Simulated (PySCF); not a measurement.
cyclotrisilazane (H9N3Si3), singlet, at a GFN2-xTB geometry. Base run: MN15/3-21G (PySCF).

Here is a job for PySCF.
```python
from pyscf import gto, scf, dft

mol = gto.Mole()
mol.atom = '''
    Si    1.680548   -0.424967   -0.525960
    N     0.502902   -1.528326    0.083771
    Si   -1.175621   -1.310262    0.417014
    N    -1.460436    0.384865    0.562605
    Si   -0.548396    1.723693   -0.030265
    N     1.060958    1.171053   -0.314183
    H     1.940001   -0.689110   -1.953842
    H     2.911939   -0.563009    0.264480
    H     0.816665   -2.482004    0.137400
    H    -1.992763   -1.882461   -0.669625
    H    -1.490307   -1.949024    1.702318
    H    -2.367973    0.625472    0.922028
    H    -0.516099    2.763327    1.007603
    H    -1.139888    2.242990   -1.277816
    H     1.723030    1.902186   -0.508936
'''
mol.basis = '3-21g'
mol.charge = 0
mol.spin = 0
mol.verbose = 4
mol.build()

mf = dft.RKS(mol)
mf.xc = 'mn15'
mf.kernel()
```

The base run was repeated with changes; each row names its change, and settings that it needs were set with it.

```tsv
change	ΔE vs base (mEh)	grid points	electrons on the grid
base	0.000	187520	72.00000
grids.becke_scheme = stratmann	0.005	187520	71.99999
grids.level = 4	-0.001	311760	72.00000
grids.atom_grid = (30, 110)	29.165	36976	71.99960
grids.level = 0	529.7	13640	72.00852
grids.atom_grid = (99, 590)	-0.001	481016	72.00000
grids.level = 5	-0.003	468864	72.00000
grids.radi_method = gauss_chebyshev	0.001	183384	72.00000
grids.atom_grid = (50, 194)	-0.618	98488	71.99993
grids.atom_grid = (150, 974)	-0.003	1202584	72.00000
grids.level = 1	-0.569	56848	72.00009
```
